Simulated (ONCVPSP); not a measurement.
# Cu (Z = 29): excitation energies, all-electron against ONCV

copper (Cu), optimised norm-conserving Vanderbilt (ONCV), made with ONCVPSP 4.0.1 (PBEsol, scalar-relativistic). Core [Ar], reference 3d10 4s1. Waves: 4s: rc 2.05 bohr, ncon 3, nbas 6, qcut 3.6 1/bohr, 2 projectors, debl 3.9 Ha; p scattering state at 0.28 Ha: rc 1.95 bohr, ncon 4, nbas 8, qcut 3.6 1/bohr, 2 projectors, debl 3.4 Ha; 3d: rc 1.10 bohr, ncon 4, nbas 8, qcut 17.4 1/bohr, local. Local part: the d channel. Core correction: none.

Energies are relative to the spin-unpolarised reference configuration 3d10 4s1; without spin polarisation the order of configurations can differ from experiment. Not all tests gave a result: 1 of 4 tests not solved or not reliable.

```
valence configuration  charge  ΔE all-electron (eV)  error AE − PS (meV)
             3d10 4s0      +1                 8.106                  -14
              3d9 4s0      +2                29.419                 +6.6
              3d9 4s2       0                 1.987                 -103
```

Note: ghosts flagged at negative energy: s at -308.9 eV, p at -51.3 eV; GHOST(+) flagged for s at 165.1 eV. A true bound ghost makes a file unfit for plane-wave use.
